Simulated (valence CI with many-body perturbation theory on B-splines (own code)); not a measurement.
Missing levels of Dy⁵²⁺

Computed by relativistic CI+MBPT: four valence electrons over a frozen Dirac-Fock core [Ne], a basis of 11 s, 11 p, 10 d, 8 f, 5 g, 2 h functions for each j, with the one-electron correlation potential Σ1 (screened to all orders), the two-electron term Σ2, the three-electron term Σ3, Breit, model QED; selected single and double excitations, second order for the rest, scaled by the run's own slope (own B-spline code, finite nucleus).

No measured spectrum was set against this ion. As an estimate, large intervals hold to a few tenths of a per cent, small ones and those within an open d or f shell to about a per cent. Among the levels kept, up to 590 cm⁻¹ of a level comes from second order outside the variational space, and about a tenth of that is noise between levels of different J, which matters for small intervals.

```tsv
Level	E (eV)
(3s^2 3p1/2^2) J=0	0.00
(3s^2 3p1/2 3p3/2) J=1	?
(3s^2 3p1/2 3p3/2) J=2	206.99
(3s 3p1/2^2 3p3/2) J=2	?
(3s 3p1/2^2 3p3/2) J=1	?
(3s^2 3p1/2 3d3/2) J=2	389.30
(3s^2 3p3/2^2) J=2	?
(3s^2 3p1/2 3d3/2) J=1	425.66
(3s^2 3p3/2^2) J=0	429.58
(3s^2 3p1/2 3d5/2) J=2	?
(3s^2 3p1/2 3d5/2) J=3	453.19
(3s 3p1/2^2 3d3/2) J=1	532.81
(3s 3p1/2 3p3/2^2) J=2 [a]	?
(3s 3p1/2^2 3d3/2) J=2	538.85
(3s 3p1/2 3p3/2^2) J=3	547.74
(3s 3p1/2 3p3/2^2) J=0	558.18
(3s 3p1/2 3p3/2^2) J=1 [a]	570.15
(3s 3p1/2 3p3/2^2) J=2 [b]	571.33
(3s 3p1/2 3p3/2^2) J=1 [b]	580.54
(3s 3p1/2^2 3d5/2) J=3	592.00
```

Levels are named by their leading jj configuration (3d3/2^4 stands for four electrons in 3d with j = 3/2), which in mixed levels can hold well under half, so a name can repeat and another be missing. Letters in brackets count levels of one name in rising energy.

(1) The levels stand in rising order. What does the calculation give for the missing energies?

## Answers

(1) (3s^2 3p1/2 3p3/2) J=1 198.78; (3s 3p1/2^2 3p3/2) J=2 338.96; (3s 3p1/2^2 3p3/2) J=1 363.80; (3s^2 3p3/2^2) J=2 411.82; (3s^2 3p1/2 3d5/2) J=2 452.31; (3s 3p1/2 3p3/2^2) J=2 [a] 533.07.
